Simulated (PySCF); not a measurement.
Compound: (SiH3)3P, H9PSi3.
Bonds: Si1–P2, P2–Si3, P2–Si4. Hydrogens: H5, H6, H7 on Si1; H8, H9, H10 on Si3; H11, H12, H13 on Si4.

Linear response at CAM-B3LYP/def2-SVPD (PySCF, frozen core in the response, non-relativistic). Isolated species at its PBE0-D3(BJ)/def2-SVP geometry, gas phase.

Static isotropic polarisability: 115.09 au (17.06 Å³), principal values 97.9, 123.7, 123.7 au.

(1) What is the polarisability at 1064 nm and at the sodium D line?

(2) What is the isotropic C6 coefficient between two such molecules, C6 = (3/π)∫α(iω)² dω?

(3) Which effective excitation energy ω̄ makes London's formula C6 = (3/4)α²ω̄ exact here?

(4) What molar refraction at the D line follows from R = (4π/3)·N_A·α′, with α′ the polarisability volume?

(5) What n − 1 at the D line would an ideal gas of it have at 273.15 K and 1 atm (2.6868 × 10¹⁹ cm⁻³), by n − 1 = 2π·N·α′?

(6) What three-body coefficient follows from the one-pole estimate C9 = (3/4)·α·C6?

(7) How many electrons N does the Slater–Kirkwood formula C6 = (3/4)·√N·α^(3/2) need to give this C6?

(8) How anisotropic is the static polarisability, by Δα² = ½[(α1 − α2)² + (α2 − α3)² + (α3 − α1)²]?

Answers

(1) 116.51 au at 1064 nm (+1.2 %), 119.87 au at 589.3 nm (+4.2 %). The rise at 589.3 nm is 3.38 times that at 1064 nm; a pure ω² law gives 3.26. The lowest singlet lies at 201 nm, shorter than both wavelengths.

(2) 4147 au (Eh·bohr⁶) by a ten-point quadrature over imaginary frequencies, which is 2480 eV·Å⁶ or 239 J·nm⁶/mol.

(3) ω̄ = 4·C6/(3α²) = 0.417 Eh = 11.4 eV. A one-pole form α(ω) = α/(1 − ω²/ω̄²) fitted to the 1064 nm value gives 10.6 eV.

(4) α′ = 17.76 Å³ gives R = 44.81 cm³/mol, for isolated, non-vibrating species.

(5) 29.99 × 10⁻⁴, a formal value whether or not that pressure can be reached.

(6) 358000 au. This is an estimate from the two numbers above, not a computed integral.

(7) N = (4·C6/3)²/α³ = 20.1; the species has 66 electrons in all.

(8) Δα = 25.8 au, or 0.22 of the isotropic value.
